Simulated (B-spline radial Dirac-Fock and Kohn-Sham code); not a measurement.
**Compton profile of Re⁷⁺**

System: Re⁷⁺ in the configuration 1s2 2s2 2p6 3s2 3p6 3d10 4s2 4p6 4d10 4f14 5s2 5p6, inside a Watson sphere of charge -7 and radius 2.7 Å (a model of the Madelung potential; inside it an electron's potential energy is raised by 37.3 eV).

The run's input, task.json:

```json
{"items": [{
  "Z": 75,
  "q": 7,
  "cfg": [[1, 0, 2], [2, 0, 2], [2, 1, 6], [3, 0, 2], [3, 1, 6], [3, 2, 10], [4, 0, 2], [4, 1, 6], [4, 2, 10], [4, 3, 14], [5, 0, 2], [5, 1, 6]],
  "A": 187,
  "rrms": 5.3698,
  "watson": [-7, 2.7],
  "do": ["scatter"],
  "s": [0.0, 0.05, 0.1, 0.15, 0.2, 0.25, 0.3, 0.35, 0.4, 0.45, 0.5, 0.6, 0.7, 0.8, 0.9, 1.0, 1.1, 1.2, 1.4, 1.6, 1.8, 2.0, 2.5, 3.0, 3.5, 4.0, 5.0, 6.0],
  "pz": [0, 0.1, 0.2, 0.3, 0.4, 0.5, 0.6, 0.8, 1.0, 1.2, 1.4, 1.6, 1.8, 2.0, 2.5, 3.0, 4.0, 5.0, 7.0, 10.0, 15.0, 20.0, 30.0, 40.0, 60.0, 100.0],
  "hv_scatter": [5000, 8047.8, 10000, 17479.3, 30000, 50000, 500000, 1000000]
}]}
```

Run with: `python xray_run.py task.json out`

The computed values come from a radial finite-basis atomic code: the impulse approximation on Dirac-Fock densities. pz is in atomic units of momentum; subshell profiles are per electron, for a selection of subshells; open shells are spread over both j values by their weights.

| pz | J total | J 1s1/2 | J 2p1/2 | J 5p1/2 | J 5p3/2 |
| --- | --- | --- | --- | --- | --- |
| 0 | 6.239 | 0.00997 | 0.0173 | 0.255 | 0.272 |
| 0.2 | 6.214 | 0.00997 | 0.0173 | 0.254 | 0.271 |
| 0.3 | 6.182 | 0.00997 | 0.0173 | 0.254 | 0.271 |
| 0.4 | 6.137 | 0.00997 | 0.0173 | 0.253 | 0.270 |
| 0.5 | 6.077 | 0.00997 | 0.0173 | 0.252 | 0.268 |
| 0.6 | 6.002 | 0.00997 | 0.0173 | 0.249 | 0.264 |
| 0.8 | 5.809 | 0.00997 | 0.0173 | 0.240 | 0.252 |
| 1 | 5.564 | 0.00997 | 0.0173 | 0.223 | 0.231 |
| 1.2 | 5.283 | 0.00996 | 0.0173 | 0.200 | 0.203 |
| 1.4 | 4.986 | 0.00996 | 0.0173 | 0.173 | 0.170 |
| 1.6 | 4.696 | 0.00996 | 0.0173 | 0.143 | 0.135 |
| 1.8 | 4.428 | 0.00996 | 0.0173 | 0.113 | 0.103 |
| 2 | 4.192 | 0.00995 | 0.0173 | 0.0865 | 0.0758 |
| 2.5 | 3.748 | 0.00994 | 0.0173 | 0.0393 | 0.0319 |
| 3 | 3.434 | 0.00993 | 0.0173 | 0.0186 | 0.0163 |
| 4 | 2.864 | 0.00990 | 0.0173 | 0.0125 | 0.0133 |
| 5 | 2.277 | 0.00986 | 0.0173 | 0.0109 | 0.0102 |
| 7 | 1.396 | 0.00975 | 0.0171 | 0.00338 | 0.00249 |
| 10 | 0.7911 | 0.00953 | 0.0166 | 0.00100 | 0.00107 |
| 15 | 0.3899 | 0.00901 | 0.0149 | 0.000566 | 0.000446 |
| 20 | 0.2146 | 0.00835 | 0.0121 | 0.000125 | 9.35e-05 |
| 30 | 0.08150 | 0.00681 | 0.00657 | 5.64e-05 | 6.14e-05 |
| 40 | 0.03766 | 0.00526 | 0.00310 | 3.69e-05 | 3.20e-05 |
| 60 | 0.01183 | 0.00286 | 0.000676 | 8.43e-06 | 5.37e-06 |
| 100 | 0.002357 | 0.000800 | 5.78e-05 | < 1e-6 | < 1e-6 |

J(0) = 6.239. The 5p3/2 subshell gives the largest part, 17 %.

Mean momentum ⟨p⟩ by subshell (a.u.): 1s1/2 78.6, 2s1/2 28.1, 2p1/2 37.0, 2p3/2 32.6, 3s1/2 14.2, 3p1/2 16.9, 3p3/2 15.6, 3d3/2 18.7, 3d5/2 18.3, 4s1/2 7.24, 4p1/2 8.12, 4p3/2 7.55, 4d3/2 8.29, 4d5/2 8.09, 4f5/2 8.11, 4f7/2 8.00, 5s1/2 3.04, 5p1/2 3.24, 5p3/2 3.02.
